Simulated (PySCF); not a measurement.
A PySCF script (with the pyscf-properties extension) for the NMR shieldings of SMILES Br[SiH2]O[SiH2]N1CCCC1, C4H12BrNOSi2, on a PBE0-D3(BJ)/def2-SVP geometry:

```python
import basis_set_exchange as bse
import numpy as np
from pyscf import gto, dft
from pyscf.prop import nmr

atoms = """
Br    3.858479   -1.903593   -0.662918
Si    3.940452    0.329176   -0.794946
O     2.435895    0.959705   -0.762661
Si    0.793873    0.777896   -0.463996
N     0.236575   -0.820975   -0.713838
C     0.025362   -1.415647   -2.034161
C    -0.038346   -2.915976   -1.759824
C    -0.635427   -2.969206   -0.358534
C     0.082785   -1.821986    0.339353
H     4.604437    0.658911   -2.081700
H     4.733420    0.790831    0.374312
H     0.540341    1.138636    0.958169
H     0.141718    1.720233   -1.412793
H     0.835575   -1.163589   -2.738954
H    -0.922603   -1.061564   -2.483285
H    -0.622954   -3.463416   -2.513229
H     0.980027   -3.336364   -1.750368
H    -1.718584   -2.765653   -0.402048
H    -0.494339   -3.934221    0.148872
H     1.061632   -2.166248    0.727396
H    -0.488226   -1.428343    1.196623
"""
names = dict.fromkeys(["Br", "Si", "O", "N", "C", "H"], "pcSseg-1")
basis = {el: gto.basis.parse(bse.get_basis(n, elements=[el], fmt="nwchem")) for el, n in names.items()}
mol = gto.M(atom=atoms, basis=basis, charge=0, verbose=0)
mf = dft.RKS(mol, xc="PBE0")
mf.grids.level = 2
mf.grids.alignment = dft.numint.BLKSIZE   # the property module wants whole blocks of grid points
mf.conv_tol = 1e-9
mf.kernel()

calc = nmr.RKS(mf)   # GIAO
C = mf.mo_coeff
Co = C[:, mf.mo_occ > 0]
resp = mf.gen_response(singlet=True, hermi=2)
def vind(x):   # induced exchange potential for any number of trial vectors
    d = np.einsum("pi,xij,qj->xpq", C, 2 * x.reshape(-1, C.shape[1], Co.shape[1]), Co, optimize=True)
    return np.einsum("xpq,pi,qj->xij", resp(d - d.transpose(0, 2, 1)), C, Co, optimize=True).ravel()
mo1, _ = nmr.rhf.solve_mo1(calc, with_cphf=vind)
sigma = calc.kernel(mo1)
for i, s in enumerate(sigma):   # ppm
    w = np.linalg.eigvalsh((s + s.T) / 2)
    print("%2d %-2s iso %8.1f  s11 %8.1f  s22 %8.1f  s33 %8.1f" % (i, mol.atom_pure_symbol(i), w.mean(), *w))
```

Question: What does it print?

Answer: 
```
 0 Br iso   2548.6  s11   2130.0  s22   2659.2  s33   2856.7
 1 Si iso    373.5  s11    349.1  s22    362.3  s33    409.1
 2 O  iso    251.4  s11    198.8  s22    218.2  s33    337.3
 3 Si iso    387.3  s11    358.0  s22    391.5  s33    412.5
 4 N  iso    205.6  s11    160.4  s22    177.8  s33    278.8
 5 C  iso    135.5  s11    108.3  s22    131.9  s33    166.2
 6 C  iso    153.7  s11    131.4  s22    162.4  s33    167.3
 7 C  iso    154.2  s11    134.8  s22    163.0  s33    164.9
 8 C  iso    132.9  s11    104.4  s22    129.6  s33    164.8
 9 H  iso     25.6  s11     21.1  s22     23.6  s33     32.0
10 H  iso     25.5  s11     20.9  s22     23.6  s33     32.1
11 H  iso     26.3  s11     22.6  s22     24.6  s33     31.6
12 H  iso     26.3  s11     22.3  s22     24.5  s33     32.0
13 H  iso     28.0  s11     23.8  s22     27.7  s33     32.4
14 H  iso     28.2  s11     22.7  s22     25.9  s33     36.2
15 H  iso     29.6  s11     25.1  s22     26.3  s33     37.3
16 H  iso     29.4  s11     24.7  s22     28.4  s33     35.2
17 H  iso     29.7  s11     24.9  s22     26.8  s33     37.3
18 H  iso     29.6  s11     25.9  s22     26.0  s33     36.8
19 H  iso     28.0  s11     22.2  s22     28.5  s33     33.3
20 H  iso     28.1  s11     23.4  s22     26.4  s33     34.4
```

These numbers come from an equivalent density-fitted implementation of the same equations, which agrees with the script to about 0.01 ppm for H and up to a few tenths of a ppm for heavy atoms, so last digits may differ.

Relativistic effects, spin–orbit coupling among them, are left out; they matter for Br and for the light atoms bonded to it.

Size and cost of the density-fitted run: 251 basis functions, 68 s wall time on 1 thread of an Arm Neoverse V1, shared host.
